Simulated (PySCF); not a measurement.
Compound: CH9OPSi2.
SMILES with atom numbers: `[CH3:1][Si@H:2]([PH2:3])[O:4][SiH3:5]` (hydrogens: H6, H7, H8 on C1; H9 on Si2; H10, H11 on P3; H12, H13, H14 on Si5)

Geometry (PBE0-D3(BJ)/def2-SVP, Å), atoms numbered from 1 in this order:
```
atom  x, y, z in Å
C1    -1.4666   -1.2179    0.8078
Si2   -0.2326    0.1379    0.4450
P3    -0.9737    1.3160   -1.3475
O4     1.2508   -0.5099    0.0579
Si5    2.1039   -1.2217   -1.1731
H6    -1.1109   -1.8520    1.6351
H7    -2.4416   -0.7944    1.0965
H8    -1.6187   -1.8573   -0.0757
H9    -0.0317    0.9945    1.6501
H10   -0.1064    2.4265   -1.1114
H11   -2.0569    1.8849   -0.6065
H12    2.1241   -0.3320   -2.3738
H13    3.4983   -1.4542   -0.7030
H14    1.4862   -2.5294   -1.5514
```

Computed, not measured: PBE0-D3(BJ)/def2-SVP geometry optimisation, gas phase (PySCF).

Masses are those of the commonest isotopes; rigid-rotor values at the optimised geometry. The values belong to one conformer with, in the numbering `[CH3:1][Si@H:2]([PH2:3])[O:4][SiH3:5]`, C1–Si2–P3–H 164° and 70°, C1–Si2–O4–Si5 79°.

**Question.** Give the principal moments of inertia and the rotational constants in MHz.

**Answer.** Ia = 173.42, Ib = 337.80, Ic = 445.96 u·Å²; 505379 MHz·u·Å²/I gives A = 2914, B = 1496, C = 1133 MHz.

**Question.** Classify the top.

**Answer.** An asymmetric top; Ray's κ = -0.592.

**Question.** What does the inertial defect say?

**Answer.** Not planar: Δ = Ic − Ia − Ib = -65.26 u·Å². For a rigid frame Δ = −2 Σ m c², so Σ m c² = 32.63 u·Å² lies off the ab plane: 11.49 from hydrogen and 21.14 from heavier atoms. The atom farthest from that plane is 1.88 Å away.

**Question.** Give the other two planar moments, Paa and Pbb, and the rms extents of the mass along the axes.

**Answer.** Paa = Σ m a² = (Ib + Ic − Ia)/2 = 305.17 and Pbb = Σ m b² = (Ia + Ic − Ib)/2 = 140.79 u·Å². With the mass M = 123.99 u, the rms extents √(P/M) along a, b and c are 1.57, 1.07, 0.51 Å.

**Question.** Predict some low-J microwave lines.

**Answer.** The dipole components are |μa| = 0.49 D, |μb| = 0.82 D, |μc| = 0.03 D. The squared components, which scale the intensities, stand as 0.35 : 1.00 : 0.00 (a : b : c). Some lines, for components of 0.1 D or more:

| type | branch | J(Ka,Kc) | MHz | lower level (cm⁻¹) |
| --- | --- | --- | --- | --- |
| b | Q | 1(1,0) ← 1(0,1) | 1781 | 0.088 |
| b | R | 4(2,2) ← 3(3,1) | 3260 | 1.008 |
| b | R | 1(1,1) ← 0(0,0) | 4047 | 0.000 |
| b | Q | 2(2,0) ← 2(1,1) | 4315 | 0.335 |
| b | R | 2(1,2) ← 1(0,1) | 6314 | 0.088 |
| b | R | 3(0,3) ← 2(1,2) | 6538 | 0.298 |
| a | R | 5(0,5) ← 4(0,4) | 12242 | 0.850 |
| a | R | 5(1,4) ← 4(1,3) | 13716 | 0.985 |
| b | R | 5(2,4) ← 4(1,3) | 16133 | 0.985 |
| b | R | 5(3,3) ← 4(2,2) | 20659 | 1.116 |

**Question.** Estimate the classical rotational partition function at 50 K, 200 K and 500 K.

**Answer.** Point group C1, symmetry number σ = 1; q = (√π/σ)·√((kT/h)³/(ABC)), k/h = 20836.6 MHz/K: 26800 at 50 K, 215000 at 200 K, 848000 at 500 K.

No PBE0-D3(BJ)/def2-SVP frequencies stand behind this structure, so it isn't proved a minimum. Constants of a rigid frame at the computed geometry: no zero-point averaging, no centrifugal distortion. A rigid rotor knows nothing of internal rotation, which can split or shift real lines.

On Arm Neoverse V1, one thread, no GPU, on a shared host, this took 68 s wall. That covers the optimisation of the geometry.
